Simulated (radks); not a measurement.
Q: Species: Yb14+. Configuration: [Kr] 4d10 4f10. All-electron calculation, scalar-relativistic Kohn-Sham, exchange-only LDA, spin-polarised, spherical densities, point nucleus; open shells are filled with parallel spins first (spin-orbit coupling, left out, can overturn this in heavy ions). Program: a radial shooting solver on a logarithmic mesh with Libxc functionals. Some entries of the table are withheld. Estimate them.

orbital,occ.,eigenvalue (hartree),<1/r> (bohr^-1),<r^2> (bohr^2)
1s down,1,-2259.722,80.60,0.0005304
1s up,1,-2259.722,80.60,0.0005304
2s up,1,-391.9021,18.79,0.008218
2s down,1,-391.8980,18.79,0.008218
2p up,3,-346.8191,17.26,0.006717
2p down,3,-346.8163,17.26,0.006717
3s up,1,-96.72267,6.939,0.05378
3s down,1,-96.62780,6.944,0.05372
3p up,3,-83.13252,6.461,0.05426
3p down,3,-83.03798,6.466,0.05419
3d up,5,-66.55146,6.122,0.04512
3d down,5,-66.47798,6.126,0.04504
4s up,1,(1),2.962,0.2645
4s down,1,(2),2.960,0.2647
4p up,3,(3),2.714,0.2976
4p down,3,(4),2.711,0.2979
4d up,5,(5),2.429,0.3413
4d down,5,(6),2.426,0.3421
4f up,7,-10.42087,2.038,0.4249
4f down,3,-10.24764,2.031,0.4294

A: 
(1) 4s up eigenvalue (hartree): -27.54774
(2) 4s down eigenvalue (hartree): -27.36793
(3) 4p up eigenvalue (hartree): -23.03764
(4) 4p down eigenvalue (hartree): -22.86164
(5) 4d up eigenvalue (hartree): -17.08864
(6) 4d down eigenvalue (hartree): -16.91603
